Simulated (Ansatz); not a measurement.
Consider the redistribution: `[OH][Ti]([SH])([Cl])[Cl]` + `[NH2][In]([NH2])[Cl]` → `[OH][Ti]([Cl])([Cl])[Cl]` + `[NH2][In]([NH2])[SH]`.

Computed with Ansatz on PBE0-D4/def2-TZVP structures; ΔE is electronic, products minus reactants. CBS: MP2 limit from def2 TZ/QZ plus the TZ coupled-cluster correction, frozen cores. Elements past krypton have def2 core potentials. For In, Ti outer-core shells are correlated without core-valence functions, which leaves a few kJ/mol of doubt a bond. Scalar relativity is left out up to krypton. One conformer a species, not always the lowest.

```tsv
level	ΔE (kJ/mol)
MP2/def2-QZVPP	-16.5
CCSD/CBS(def2)	-18.6
```

Q: What does CCSD(T)/CBS give? (An estimate is asked.)

A: Ansatz gave: -17.0 kJ/mol. The listed levels differ from it by 0.5, -1.6 kJ/mol.

Largest T1 diagnostic among the species: 0.026, so the coupled-cluster value is less sure than usual.

Leaving LDA and LC-ωPBE aside and taking each functional with its dispersion term where it has one, the values, not all of them listed here, spread over 2.0 kJ/mol, from r2SCAN-D4 to B2PLYP. At CCSD(T), def2-SVP lies +4.1 kJ/mol from the extrapolated value and def2-TZVPP −0.5 kJ/mol.
